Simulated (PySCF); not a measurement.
Identify the unknown among the candidates.

All candidates are C4H9FOSi2.

* UV, first state: lowest singlet excitation: 6.88 eV (180 nm, f = 0.004) [TDDFT CAM-B3LYP/def2-SVPD]
* Rotational structure: rotational constants A, B, C: 2.818, 0.829, 0.805 GHz [GFN2-xTB]
* Triplet: lowest triplet excitation (Tamm–Dancoff): 4.49 eV [TDA CAM-B3LYP/def2-SVPD]
* Dipole: 1.32 D [CAM-B3LYP/def2-SVPD]
* UV, strongest line: among the 8 lowest singlet transitions: S5 at 7.43 eV (167 nm, f = 0.182) [TDDFT CAM-B3LYP/def2-SVPD]
* Polarisability: 92.8 au [CAM-B3LYP/def2-SVPD]

Gas-phase values; electronic properties from PySCF, density fitting. Levels stand in brackets. Geometry: GFN2-xTB, one conformer, isolated molecule.

Task: Which candidate is it?
A. `C#C[C@@](F)(C[SiH3])[SiH2]O`
B. `F[Si]1(O[SiH3])CC=CC1`
C. `C[SiH2][C@H](F)C#C[SiH2]O`

Result: B. It is `F[Si]1(O[SiH3])CC=CC1`. Numbering: `[F:1][Si:2]1([O:3][SiH3:4])[CH2:5][CH:6]=[CH:7][CH2:8]1`. Its formula, C4H9FOSi2, gives 2 degrees of unsaturation: 1 ring and 1 π bond in the structure found. The optimised geometry has point group Cs and is an asymmetric top.

The others, at the same levels:
- `C[SiH2][C@H](F)C#C[SiH2]O` fails: its computed lowest singlet excitation is 5.18 eV (239 nm, f = 0.007) (against 6.88 eV), lowest triplet excitation (Tamm–Dancoff) is 4.75 eV (against 4.49 eV) and static isotropic polarisability is 104.9 au (against 92.8 au).
- `C#C[C@@](F)(C[SiH3])[SiH2]O` fails: its computed lowest singlet excitation is 5.74 eV (216 nm, f = 0.008) (against 6.88 eV), lowest triplet excitation (Tamm–Dancoff) is 5.16 eV (against 4.49 eV) and strongest line among the 8 lowest singlet transitions is S8 at 7.97 eV (156 nm, f = 0.076) (against S5 at 7.43 eV).

Each candidate is one conformer, not necessarily the lowest. Dipoles, sizes and rotational constants follow the conformer. The torsions of the flexible species, by atom-mapped SMILES:
- `[CH3:1][SiH2:2][C@H:3]([F:4])[C:5]#[C:6][SiH2:7][OH:8]`: C1–Si2–C3–F4 179°, H–O8–Si7–C6 -50°
- `[CH:1]#[C:2][C@@:3]([F:4])([CH2:5][SiH3:6])[SiH2:7][OH:8]`: C2–C3–C5–Si6 -68°, C2–C3–Si7–O8 168°, H–O8–Si7–C3 -47°

The conformers of `F[Si]1(O[SiH3])CC=CC1` aren't listed.
